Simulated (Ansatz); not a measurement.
Reaction (atomization): `C[SiH]1[SiH2]B1N` → B• + C• + 8 H• + N• + 2 Si•

Program: Ansatz. Geometries: PBE0-D4/def2-TZVP. ΔE: electronic, gas phase. CCSD(T)/CBS is the MP2 limit (def2-TZVPP, def2-QZVPP) plus CCSD(T) − MP2 in def2-TZVPP, frozen cores. This one scheme is used for every species, atoms too. DFT in def2-TZVPP. B3LYP here is the variant with VWN-RPA as its local correlation; programs differ in this. No spin–orbit coupling; open shells (•) take unrestricted orbitals. Spin–orbit coupling would lower the free atoms: a little for B, C, Si. Each species was taken in one conformer, which may not be the lowest.

```json
{"level": "PBE-D4", "ΔE (kcal/mol)": "1082.5", "difference from CCSD(T)/CBS": "20.9"}
{"level": "r2SCAN-D4", "ΔE (kcal/mol)": "1070.4", "difference from CCSD(T)/CBS": "8.8"}
{"level": "PBE0-D4", "ΔE (kcal/mol)": "1069.0", "difference from CCSD(T)/CBS": "7.4"}
{"level": "B3LYP-D4", "ΔE (kcal/mol)": "1067.3", "difference from CCSD(T)/CBS": "5.7"}
{"level": "ωB97X-V", "ΔE (kcal/mol)": "1071.3", "difference from CCSD(T)/CBS": "9.7"}
{"level": "ωB97M-V", "ΔE (kcal/mol)": "1067.7", "difference from CCSD(T)/CBS": "6.1"}
{"level": "B2PLYP", "ΔE (kcal/mol)": "1051.6", "difference from CCSD(T)/CBS": "-10.0"}
{"level": "PBE", "ΔE (kcal/mol)": "1075.8", "difference from CCSD(T)/CBS": "14.2"}
{"level": "r2SCAN", "ΔE (kcal/mol)": "1068.7", "difference from CCSD(T)/CBS": "7.1"}
{"level": "PBE0", "ΔE (kcal/mol)": "1063.3", "difference from CCSD(T)/CBS": "1.7"}
{"level": "B3LYP", "ΔE (kcal/mol)": "1056.5", "difference from CCSD(T)/CBS": "-5.1"}
{"level": "HF/def2-TZVPP", "ΔE (kcal/mol)": "778.4", "difference from CCSD(T)/CBS": "-283.2"}
{"level": "MP2/def2-TZVPP", "ΔE (kcal/mol)": "1039.4", "difference from CCSD(T)/CBS": "-22.2"}
{"level": "SCS-MP2/def2-TZVPP", "ΔE (kcal/mol)": "1041.2", "difference from CCSD(T)/CBS": "-20.4"}
{"level": "CCSD/def2-TZVPP", "ΔE (kcal/mol)": "1018.1", "difference from CCSD(T)/CBS": "-43.5"}
{"level": "CCSD(T)/def2-TZVPP", "ΔE (kcal/mol)": "1033.3", "difference from CCSD(T)/CBS": "-28.3"}
{"level": "HF/def2-QZVPP", "ΔE (kcal/mol)": "779.7", "difference from CCSD(T)/CBS": "-281.9"}
{"level": "MP2/def2-QZVPP", "ΔE (kcal/mol)": "1056.0", "difference from CCSD(T)/CBS": "-5.6"}
{"level": "SCS-MP2/def2-QZVPP", "ΔE (kcal/mol)": "1060.3", "difference from CCSD(T)/CBS": "-1.3"}
{"level": "HF/CBS(def2)", "ΔE (kcal/mol)": "779.9", "difference from CCSD(T)/CBS": "-281.7"}
{"level": "MP2/CBS(def2)", "ΔE (kcal/mol)": "1067.6", "difference from CCSD(T)/CBS": "6.0"}
{"level": "CCSD/CBS(def2)", "ΔE (kcal/mol)": "1046.4", "difference from CCSD(T)/CBS": "-15.2"}
{"level": "CCSD(T)/CBS", "ΔE (kcal/mol)": "1061.6", "difference from CCSD(T)/CBS": "0"}
```

Largest T1 diagnostic among the species: 0.015.

The D4 term adds +10.8 kcal/mol with B3LYP and +5.7 kcal/mol with PBE0; it sums over pairs of atoms, weighted by their polarisabilities, and B3LYP, whose exchange is more repulsive, gets the larger term. From PBE to PBE0 (25 % exact exchange), in def2-TZVPP and without D4, ΔE moves by −12.6 kcal/mol: exact exchange takes away binding that semilocal exchange gives to molecules.

For atomizations the MP2-based limit and the directly extrapolated one differ by several kJ/mol either way, and by 10 to 25 for some Ge, Se and Sn compounds, so smaller differences from it don't rank the levels.
